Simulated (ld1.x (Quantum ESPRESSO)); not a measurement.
Before and after: TM semilocal potential for hafnium

ld1.x (Quantum ESPRESSO) 7.5 input, shortened:

```
&input
   title='Hf', zed=72., rel=1, dft='REVPBE', iswitch=3,
   config='[Xe] 4f13 5d3 6s2 6p0'
 /
 &inputp
   pseudotype=1, tm=.true., lloc=2,
   nlcc=.true., new_core_ps=.true.
 /
4
6S  1  0   2.00   0.00  2.20  2.20  0.0
6P  2  1   0.00   0.00  3.15  3.15  0.0
4F  4  3  13.00   0.00  1.10  1.10  0.0
5D  3  2   3.00   0.00  2.60  2.60  0.0
 &test
   configts(1)='4f13 5d3 6s2 6p0'
 /
```

Change: wave 5d (bound): rc 2.60 bohr becomes 5d (bound): rc 3.90 bohr.

Cutoffs: the cutoffs (Ry, on a coarse ladder) from which the occupation-weighted sum of valence levels, in a spherical-Bessel basis at the reference potential, stays within 10 and 1 mRy of its value at 400 Ry; they do not see the model core or the augmentation charge, which bear on the density cutoff. Errors are all-electron minus pseudo energies relative to the spin-unpolarised reference configuration.

Task: What does the change do?

Result: Of the 7 tests that both files solve, the error grows in 7 and shrinks in 0 by more than 15 % and 0.3 meV (median size 997.4 → 1462.1 meV); neither file shows a bound ghost at the reference potential, the only one tested. More of the atom is replaced by a form fitted at one configuration, so other configurations suffer. A semilocal file is local in each channel, so a ghost entry of none says nothing of the separable form that plane-wave codes build from it.

| quantity | base | changed |
| --- | --- | --- |
| bound ghosts | none | none |
| error for 4f14 5d2 6s2 6p0, meV [ΔE -17.56 eV] | -924 | -1462 |
| error for 4f14 5d2 6s1 6p0, meV [ΔE -9.65 eV] | -1042 | -1495 |
| error for 4f14 5d2 6s0 6p0, meV [ΔE 4.38 eV] | -1159 | -1537 |
| error for 4f14 5d2.5 6s1.5 6p0, meV [ΔE -16.30 eV] | -1052 | -1542 |
| error for 4f13 5d3 6s1 6p0, meV [ΔE 8.25 eV] | -6.9 | -16 |
| error for 4f14 5d1 6s2 6p0, meV [ΔE -11.12 eV] | -760 | -1287 |
| error for 4f14 5d2 6s0 6p1, meV [ΔE -5.01 eV] | -997 | -1397 |

Changed file: These tests converged, but a pseudo level misses the all-electron one widely, so the file describes the atom poorly there or has found another state: 4f14 5d2 6s2 6p0: 4f by 2.8 eV; 4f14 5d2 6s1 6p0: 4f by 2.8 eV; 4f14 5d2 6s0 6p0: 4f by 2.8 eV; 4f14 5d2.5 6s1.5 6p0: 4f by 2.8 eV; 4f14 5d1 6s2 6p0: 4f by 2.8 eV; 4f14 5d2 6s0 6p1: 4f by 2.8 eV.
